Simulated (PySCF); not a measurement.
**Choosing a basis for TDDFT**

Compound: C₃H₅BrOSi.
Atom-mapped SMILES: `[Br:1][CH2:2][C:3]1=[CH:4][SiH2:5][O:6]1` (hydrogens: H7, H8 on C2; H9 on C4; H10, H11 on Si5)

Cartesian coordinates in Å at the PBE0-D3(BJ)/def2-SVP level; atoms count from 1:
```
atom  x, y, z in Å
Br1   -2.5599   -1.5016    0.6749
C2    -1.5469   -0.5010   -0.6219
C3    -0.2164   -0.0630   -0.1215
C4     0.4593   -0.2108    1.0416
Si5    1.7598    0.7672    0.1911
O6     0.5191    0.6622   -1.0335
H7    -1.4168   -1.1321   -1.5127
H8    -2.1388    0.3785   -0.9129
H9     0.1453   -0.7291    1.9425
H10    2.0204    2.1800    0.5811
H11    3.0257    0.1217   -0.2518
```

TDDFT with PBE0 (PySCF), vertical singlets, core orbitals frozen in the response, spherical d and f functions. Isolated species at its PBE0-D3(BJ)/def2-SVP geometry (one conformer only). The PBE0/6-31G* calculation is non-relativistic and has no spin–orbit coupling, an omission that weighs most on bromine.

**Question.** How do the low singlets change with the basis? Take 6-31G*, def2-SVP, def2-SVPD, aug-cc-pVDZ, def2-TZVP and def2-TZVPD.

**Answer.** 

```json
{"basis": "6-31G*", "functions": "116", "diffuse": "no", "S1 (eV)": "5.00", "S2 (eV)": "5.87", "S3 (eV)": "6.04", "S4 (eV)": "6.33", "S5 (eV)": "6.40", "LUMO (eV)": "-0.37", "α (au)": "66.5"}
{"basis": "def2-SVP", "functions": "131", "diffuse": "no", "S1 (eV)": "5.23", "S2 (eV)": "6.01", "S3 (eV)": "6.14", "S4 (eV)": "6.38", "S5 (eV)": "6.48", "LUMO (eV)": "-0.28", "α (au)": "68.9"}
{"basis": "def2-SVPD", "functions": "188", "diffuse": "yes", "S1 (eV)": "5.09", "S2 (eV)": "5.87", "S3 (eV)": "5.98", "S4 (eV)": "6.16", "S5 (eV)": "6.25", "LUMO (eV)": "-0.69", "α (au)": "83.6"}
{"basis": "aug-cc-pVDZ", "functions": "200", "diffuse": "yes", "S1 (eV)": "4.96", "S2 (eV)": "5.75", "S3 (eV)": "5.90", "S4 (eV)": "6.02", "S5 (eV)": "6.14", "LUMO (eV)": "-0.77", "α (au)": "84.4"}
{"basis": "def2-TZVP", "functions": "239", "diffuse": "no", "S1 (eV)": "5.05", "S2 (eV)": "5.95", "S3 (eV)": "5.96", "S4 (eV)": "6.26", "S5 (eV)": "6.34", "LUMO (eV)": "-0.60", "α (au)": "79.0"}
{"basis": "def2-TZVPD", "functions": "296", "diffuse": "yes", "S1 (eV)": "4.99", "S2 (eV)": "5.79", "S3 (eV)": "5.91", "S4 (eV)": "6.14", "S5 (eV)": "6.22", "LUMO (eV)": "-0.76", "α (au)": "84.9"}
```

States are compared by their number. Against the largest diffuse basis here (def2-TZVPD, itself not a converged limit), sets without diffuse functions differ by up to 0.25 eV in S1 and 0.26 eV in S5; the smaller diffuse sets differ by up to 0.11 and 0.08 eV. State by state, the largest deviation of a set without diffuse functions is S1 0.25, S2 0.22, S3 0.23, S4 0.24, S5 0.26 eV. The same number needn't mean the same state in each row. Against def2-TZVPD the polarisability deviates by -22% in 6-31G*, -19% in def2-SVP, -2% in def2-SVPD, -1% in aug-cc-pVDZ, -7% in def2-TZVP.
